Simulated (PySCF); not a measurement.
Static polarisabilities and like-pair C6 coefficients by linear response at CAM-B3LYP/def2-SVPD (PySCF, frozen core in the response, non-relativistic, gas phase), PBE0-D3(BJ)/def2-SVP geometries, one conformer each; atomic units unless stated.

```json
{"label": "P", "species": "`CCCOS(C)(=O)=O`", "α": "79.3", "C6": "2945"}
{"label": "Q", "species": "`C=C(C)/C=C\\C(=C)C`", "α": "103.1", "C6": "3877"}
{"label": "R", "species": "`C#CC(=C)C(C)(C)C`", "α": "96.1", "C6": "3678"}
{"label": "S", "species": "`C=C/C=C/C1CCC1`", "α": "105.2", "C6": "3951"}
{"label": "T", "species": "`C1=C[C@H]2CC[C@@H]1CC2`", "α": "85.3", "C6": "3213"}
{"label": "U", "species": "`CCC[C@H](F)C#N`", "α": "64.9", "C6": "1938"}
```

Estimate the unlike-pair coefficients by the rule C6(AB) = 2·C6(AA)·C6(BB) / [C6(AA)·αB/αA + C6(BB)·αA/αB], and compare with the geometric mean, for PQ, PU, QS, QT, QU, RS, ST and SU.

```csv
pair,combination rule,geometric mean,ratio
PQ,3353,3379,0.992
PU,2389,2389,1.000
QS,3914,3914,1.000
QT,3513,3529,0.995
QU,2723,2741,0.993
RS,3806,3812,0.999
ST,3543,3563,0.994
SU,2745,2767,0.992
```

The rule is exact for one-pole polarisabilities and never exceeds the geometric mean; the two meet where both partners have the same effective excitation energy. These unlike-pair values are estimates, not computed integrals.
